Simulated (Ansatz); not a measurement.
C11H14HfO, SMILES `[CH3][Hf]12345678([OH])([C@H]9[C@@H]1[C@@H]2[C@@H]3[C@H]94)[C@H]1[C@@H]5[C@@H]6[C@@H]7[C@H]18`. The species carries charge 0 and has multiplicity 1. Hf takes the def2 core potential. All single points use the PBE0-D4/def2-TZVP geometry. It is one conformer, not always the lowest.

```xyz
27

C    -1.257   -1.931    0.404
Hf    0.260   -0.258    0.159
O     1.848   -1.225    0.824
C    -1.262    0.570    2.026
C     0.021    0.408    2.590
C     0.879    1.359    2.003
C     0.130    2.104    1.069
C    -1.197    1.618    1.086
C     1.593   -0.198   -2.014
C     0.944    1.047   -1.883
C    -0.448    0.826   -2.015
C    -0.653   -0.552   -2.200
C     0.609   -1.187   -2.194
H    -2.290   -1.648    0.177
H    -1.239   -2.296    1.436
H    -1.005   -2.777   -0.245
H     2.429   -1.801    0.330
H    -2.137   -0.014    2.264
H     0.309   -0.343    3.310
H     1.935    1.464    2.202
H     0.501    2.916    0.462
H    -2.017    1.983    0.487
H     2.658   -0.360   -1.950
H     1.429    2.002   -1.744
H    -1.216    1.584   -1.978
H    -1.607   -1.044   -2.313
H     0.782   -2.248   -2.293
```

What is the dipole moment at r2SCAN/def2-TZVPP? (Estimate.)

Ansatz gave: 1.82 D, with components (0.60, 1.03, -1.38) D in this frame, pointing from negative to positive charge.

And with PBE, B3LYP, ωB97M-V? (Estimate.)

Ansatz gave: PBE 1.76 D, B3LYP 1.91 D, ωB97M-V 2.00 D.

Give the Mulliken charges with r2SCAN, PBE, B3LYP in def2-TZVPP. (An estimate is asked.)

Computed: 
```
atom  r2SCAN    PBE  B3LYP
  C1   -0.41  -0.50  -0.52
 Hf2    0.57   0.38   0.70
  O3   -0.40  -0.31  -0.37
  C4   -0.09  -0.11  -0.14
  C5   -0.14  -0.14  -0.17
  C6   -0.10  -0.10  -0.14
  C7   -0.11  -0.12  -0.15
  C8   -0.13  -0.13  -0.18
  C9   -0.09  -0.09  -0.13
 C10   -0.14  -0.16  -0.18
 C11   -0.11  -0.10  -0.14
 C12   -0.10  -0.12  -0.15
 C13   -0.15  -0.15  -0.18
 H14    0.06   0.08   0.08
 H15    0.06   0.09   0.09
 H16    0.06   0.09   0.08
 H17    0.17   0.16   0.15
 H18    0.11   0.13   0.14
 H19    0.11   0.13   0.14
 H20    0.11   0.13   0.14
 H21    0.10   0.12   0.13
 H22    0.10   0.12   0.13
 H23    0.10   0.12   0.13
 H24    0.11   0.12   0.13
 H25    0.11   0.12   0.14
 H26    0.11   0.13   0.14
 H27    0.11   0.12   0.13
```

B3LYP here is the variant with VWN-RPA as its local correlation; programs differ in this.
